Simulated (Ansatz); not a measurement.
A made-up structure of MgBH2I, closed shell:

Mg1  (-1.202, 0.758, -0.627)
B2  (0.549, -0.845, 0.261)
I3  (2.412, 0.219, 1.345)
H4  (-2.467, 2.043, -1.262)
H5  (0.708, -2.175, 0.282)
(Å)

It is relaxed with PBE-D4/def2-SVP and then PBE0-D4/def2-TZVP (Ansatz 0.2.0). Atoms count as bonded within 1.22 times the sum of their covalent radii (H–H: 0.88 Å). The end point is not checked to be a true minimum.

(1) Does its bonding change? (A judgement: the text doesn't fix the answer.)

## Answers

(1) The calculation gives: No: no bond forms or breaks.

Where it ends: The first stage lowers the energy by 0.71 eV in 6 steps. It ends as MgBH₂I ([MgH][BH][I]):
| atom | x (Å) | y (Å) | z (Å) |
| --- | --- | --- | --- |
| Mg1 | -1.0724 | 0.6799 | -0.5590 |
| B2 | 0.4912 | -0.7513 | 0.2340 |
| I3 | 2.1581 | 0.1897 | 1.2031 |
| H4 | -2.2058 | 1.8214 | -1.1287 |
| H5 | 0.6289 | -1.9397 | 0.2505 |

Labels in which every atom is bracketed show which atoms are joined, not bond orders.

For scale, one of the runs: PBE0-D4/def2-TZVP relaxation, 125 basis functions, launched by `ansatz run in.yaml --threads 2 --pin off --events-out ev --progress --plain --max-ram 4352MiB`. The run took about 12 s on 2 CPU threads of an Arm Neoverse V2 (shared host).
